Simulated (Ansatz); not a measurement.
```yaml
crystal:
  periodic: [false, false, false]
  atoms:
    - {symbol: C, position_ang: [-0.616768, -1.288006, 1.199438]}
    - {symbol: O, position_ang: [0.499895, -0.746260, 0.647864]}
    - {symbol: Ge, position_ang: [0.343385, 0.499336, -0.472057]}
    - {symbol: O, position_ang: [1.949069, 0.838334, -0.860182]}
    - {symbol: O, position_ang: [-0.591209, 0.074587, -1.810100]}
    - {symbol: O, position_ang: [-0.492829, 1.832853, 0.133499]}
    - {symbol: H, position_ang: [-0.307141, -2.030723, 1.870416]}
    - {symbol: H, position_ang: [-1.237613, -1.729619, 0.474592]}
    - {symbol: H, position_ang: [-1.180119, -0.573951, 1.727326]}
    - {symbol: H, position_ang: [2.016231, 1.516408, -1.481617]}
    - {symbol: H, position_ang: [-0.235586, -0.644119, -2.265332]}
    - {symbol: H, position_ang: [-0.073298, 2.198360, 0.868792]}
basis:
  gaussian: {orbitals: STO-3G}
hamiltonian: {xc: {name: r2SCANh}}
scf: {lower_state_search: full}
outputs: {forces: true}
```

```sh
$ ansatz run in.yaml --threads 4 --pin off --events-out ev --progress --plain --max-ram 11315MiB
```

It prints (some lines left out):

```
Error: YAML parse error: error: line 20 column 1: unknown field `outputs`, expected one of crystal, accuracy, basis, kpoints, hamiltonian, magnetization, projection, total_charge, correlation, batch, efield, external_charges, scf, relax, neb, saddle, md, ramp, phonons, dielectric, real_time, elastic, magnetic_configurations, gw, evaluate, workflow, output, checkpoint, execution
18 | hamiltonian: {xc: {name: r2SCANh}}
19 | scf: {lower_state_search: full}
20 | outputs: {forces: true}
```

What is wrong with this run?

The input holds a key that doesn't belong there. The input was rejected before any iteration.
